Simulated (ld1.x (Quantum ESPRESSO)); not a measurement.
# Which change was made? (Ca, TM semilocal)

calcium (Ca), norm-conserving Troullier–Martins (semilocal form), made with ld1.x (Quantum ESPRESSO) 7.5 (PBE, scalar-relativistic). Core [Ar], reference 3d0.5 4s1.5 4p0. Waves: 4s (bound): rc 3.65 bohr; 3d (bound): rc 2.65 bohr; 4p (bound, empty): rc 2.85 bohr. Local part: the p channel. Core correction: a·sin(br)/r model core inside 1.45 bohr.

Cutoffs, loose and tight: the cutoffs (Ry, on a coarse ladder) from which the occupation-weighted sum of valence levels, in a spherical-Bessel basis at the reference potential, stays within 10 and 1 mRy of its value at 400 Ry. They do not see the model core or the augmentation charge, which bear on the density cutoff. Test errors are all-electron minus pseudo excitation energies from the reference, over the configurations 3d0 4s2 4p0; 3d0 4s1 4p0; 3d0 4s1.5 4p0; 3d0 4s0 4p2; 3d0 4s0 4p1; 3d1 4s1 4p0; 3d1 4s0 4p0; variants that change the core or the reference have their own tests. The largest error is taken over the tests solved by every variant that gives reliable tests at all, those not shown here included: 3d0 4s1 4p0; 3d0 4s1.5 4p0; 3d0 4s2 4p0; 3d1 4s0 4p0; 3d1 4s1 4p0.

The base gives: outcome: generated; cutoff, loose: 21 Ry; cutoff, tight: 30 Ry; bound ghosts: none; largest test error (meV): -36.

**Question.** After one change the result is: outcome: generated; cutoff, loose: 18 Ry; cutoff, tight: 21 Ry; bound ghosts: none; largest test error (meV): +19. Which change was it?
A. all radii but the core radius scaled by about 0.79 (s 2.88, p 2.24, d 2.08 bohr)
B. all radii but the core radius scaled by about 0.87 (s 3.16, p 2.48, d 2.30 bohr)
C. all radii but the core radius scaled by about 1.23 (s 4.50, p 3.52, d 3.28 bohr)

**Answer.** C. The others give: all radii but the core radius scaled by about 0.79 (s 2.88, p 2.24, d 2.08 bohr) → outcome: generated; cutoff, loose: 35 Ry; cutoff, tight: 45 Ry; bound ghosts: none; largest test error (meV): -66 | all radii but the core radius scaled by about 0.87 (s 3.16, p 2.48, d 2.30 bohr) → outcome: generated; cutoff, loose: 30 Ry; cutoff, tight: 40 Ry; bound ghosts: none; largest test error (meV): -60.
